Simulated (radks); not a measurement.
Task: All-electron atom: the carbon ion C2+ in [He] 2s1 3s1 (not the ground configuration). Method: non-relativistic Kohn-Sham, HCTH/407, spin-unpolarised, spherical densities, point nucleus; computed with a radial shooting solver on a logarithmic mesh with Libxc functionals. Some entries of the table are withheld. Estimate them.

orbital,occ.,eigenvalue (eV),<r^2> (bohr^2)
1s,2,(1),(2)
2s,1,(3),(4)
3s,1,(5),(6)

Result: 
(1) 1s eigenvalue (eV): -322.2557
(2) 1s <r^2> (bohr^2): 0.09776
(3) 2s eigenvalue (eV): -47.3915
(4) 2s <r^2> (bohr^2): 1.979
(5) 3s eigenvalue (eV): -15.4586
(6) 3s <r^2> (bohr^2): 13.52
